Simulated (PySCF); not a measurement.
Species: C3H5BrGe.
Atom-mapped SMILES: `[CH3:1][C:2]#[C:3][GeH2:4][Br:5]` (hydrogens: H6, H7, H8 on C1; H9, H10 on Ge4)

Level of theory: core-valence-separated Tamm–Dancoff BHandHLYP/aug-pcX-1 (pcseg-1 on H, def2-SVPD on Br, def2-SVPD on Ge) in PySCF, non-relativistic, gas phase, PBE0-D3(BJ)/def2-SVP geometry. Absolute energies from this functional tend to lie a few eV below measured edges; no shift was applied.

**Question.** What does the C 1s absorption edge look like?

**Answer.** 
| E (eV) | f | core hole on | main final orbital | polarisation |
| --- | --- | --- | --- | --- |
| 283.15 | 0.0495 | C3 | LUMO (45 %) | across the triple bond |
| 283.28 | 0.0523 | C3 | LUMO+3 (68 %) | across the triple bond |
| 283.28 | 0.0489 | C2 | LUMO (48 %) | across the triple bond |
| 283.54 | 0.0564 | C2 | LUMO+3 (77 %) | across the triple bond |
| 285.33 | 0.0186 | C3 | LUMO (30 %) | mixed |
| 285.97 | 0.0076 | C3 | spread | mixed |
| 286.06 | 0.0046 | C1 | LUMO+1 (55 %) | – |
| 286.10 | 0.0054 | C1 | LUMO (38 %) | – |
| 286.17 | 0.0138 | C3 | LUMO+1 (36 %) | mixed |
| 286.35 | 0.0134 | C1 | LUMO+3 (79 %) | – |
| 286.43 | 0.0014 | C2 | LUMO+1 (79 %) | along the triple bond |
| 286.80 | 0.0035 | C3 | LUMO+2 (44 %) | mixed |
| 287.16 | 0.0109 | C3 | LUMO+5 (37 %) | across the triple bond |
| 287.17 | 0.0009 | C2 | LUMO+2 (52 %) | – |
| 287.24 | 0.0298 | C1 | LUMO+6 (43 %) | – |

The first line with a tenth or more of the strongest one's intensity is at 283.15 eV (f = 0.049), with the hole on C3 (alkyne carbon), polarised across the triple bond: a 1s→π* resonance. The strongest listed is at 283.54 eV (f = 0.056; C2).

Roots within 0.03 eV whose holes lie on the same, on equivalent or on shared atoms are summed into one line, and the highest roots are left out, as the search may have cut off their partners. Final orbitals are the ground state's empty Kohn–Sham orbitals. A dash: too weak, shared between unlike atoms, or no plane or axis to refer to.

**Question.** What are the wavelength and the wavenumber of the 283.15 eV line?

**Answer.** λ = 12398.42 eV Å/283.15 eV = 43.787 Å; 2.2838 × 10⁶ cm⁻¹.

The ionisation thresholds weren't computed; near and above them a finite basis only mimics Rydberg series and continuum. The BHandHLYP/aug-pcX-1 (pcseg-1 on H, def2-SVPD on Br, def2-SVPD on Ge) calculation is non-relativistic and has no spin–orbit coupling, an omission that weighs most on bromine and germanium.
